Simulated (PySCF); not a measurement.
C₄H₈O (SMILES CCC(C)=O), singlet, at a GFN2-xTB geometry, with bond 5-3 at 2.0 times its length. Base run: PySCF with DF-HF/6-311G**.

Input for PySCF:
```python
from pyscf import gto, scf

mol = gto.Mole()
mol.atom = '''
    C     1.784489    0.551400   -0.275804
    C     0.843236   -0.280271    0.599429
    C    -0.537045   -0.301967   -0.026119
    C    -1.438704    0.829894    0.395226
    O    -1.215641   -2.000140   -1.593052
    H     2.789658    0.537290    0.138421
    H     1.450311    1.584968   -0.333776
    H     1.818145    0.142177   -1.282613
    H     1.219873   -1.302676    0.654482
    H     0.797967    0.144130    1.602863
    H    -0.905623    1.776361    0.356510
    H    -1.752068    0.660928    1.424375
    H    -2.319377    0.870920   -0.239973
'''
mol.basis = '6-311g**'
mol.charge = 0
mol.spin = 0
mol.verbose = 4
mol.build()

mf = scf.RHF(mol)
mf = mf.density_fit(auxbasis='def2-universal-jkfit')
mf.kernel()
mf.analyze()
```

Each row names what was changed in the base input (with any setting that the change needs).

```tsv
change	ΔE vs base (mEh)	SCF cycles	outcome
base	0.000	18	converged
diis = off; damp = 0.3 (with mf.diis_start_cycle = 200; with mf.max_cycle = 150)	-	150	not converged
conv_tol_grad = 1e-7	0.000	37	converged
DIIS = EDIIS	-	50	not converged
DIIS = ADIIS	-	50	not converged
level_shift = 1.0 (with mf.max_cycle = 100)	0.000	32	converged
solver = newton	0.000	-	converged
init_guess = huckel	0.000	21	converged
level_shift = 0.5 (with mf.max_cycle = 100)	-	100	not converged
conv_tol = 1e-4	0.001	9	converged
conv_tol = 1e-6	0.000	11	converged
diis = off (with mf.max_cycle = 100)	-	100	not converged
diis_space = 12	0.000	18	converged
```
